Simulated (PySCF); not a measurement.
An unknown is described by computed data only.

Formula: C2H14ClNSi4.

* Dipole: 2.03 D [PBE0/pcSseg-1]
* Rotational structure: rotational constants A, B, C: 1.288, 0.470, 0.363 GHz [GFN2-xTB]
* NMR, other nuclei: isotropic shieldings of nuclei other than C and H, by class: 258 (1 N), 350 (1 Si), 396 (1 Si), 398 (2 Si), 909 (1 Cl) ppm [GIAO PBE0/pcSseg-1]
* 1H NMR: chemical shifts (computed TMS as zero) by class: 5.54 (1 H), 4.77 (6 H), 4.39 (1 H), 4.28 (1 H), 0.44 (1 H), 0.35 (1 H), 0.24 (3 H) ppm [GIAO PBE0/pcSseg-1]
* 13C NMR: chemical shifts (computed TMS as zero) by class: 4.3 (1 C), -4.5 (1 C) ppm [GIAO PBE0/pcSseg-1]

Electronic properties: PySCF, gas phase, density fitting. Levels stand in brackets. Geometry: GFN2-xTB, one conformer, isolated molecule. NMR values are class means; diastereotopic atoms form classes of their own.

Problem. What is the compound? Reason from the data.

Solution. Numbering: `[CH3:1][SiH2:2][CH2:3][Si@@H:4]([Cl:5])[N:6]([SiH3:7])[SiH3:8]`. Its formula, C2H14ClNSi4, gives 0 degrees of unsaturation, so no ring and no π bond. 2 carbons fall into 2 classes; from least to most shielded: sp3 carbon bound to silicon [C3] (4.3 ppm), Si-methyl carbon [C1] (-4.5 ppm). Hydrogen classes from least to most shielded: 1 H on a chlorine-bound silicon, Si4 (5.54 ppm), 6 H on 2 SiH3 silicons, Si7/Si8 (4.77 ppm), 1 H on an SiH2 silicon, Si2 (4.39 ppm), 1 H on an SiH2 silicon, Si2 (4.28 ppm), 1 H on an sp3 carbon bound to silicon, C3 (0.44 ppm), 1 H on an sp3 carbon bound to silicon, C3 (0.35 ppm), 3 H on an Si-methyl carbon, C1 (0.24 ppm). The other shieldings belong to: 258 ppm, nitrogen bridging silicon atoms [N6]; 350 ppm, chlorine-bound silicon [Si4]; 396 ppm, SiH2 silicon [Si2]; 398 ppm, SiH3 silicon [Si7/Si8]; 909 ppm, silicon-bound chlorine [Cl5]. The optimised geometry has point group C1 and is an asymmetric top. Structure: `C[SiH2]C[Si@@H](Cl)N([SiH3])[SiH3]`. The assignments are read from this structure; whether some other isomer fits the data as well wasn't checked. The mirror image fits equally.

Conformer computed: `[CH3:1][SiH2:2][CH2:3][Si@@H:4]([Cl:5])[N:6]([SiH3:7])[SiH3:8]`: C1–Si2–C3–Si4 -178°, Si2–C3–Si4–Cl5 65°, C3–Si4–N6–Si7 -159°.
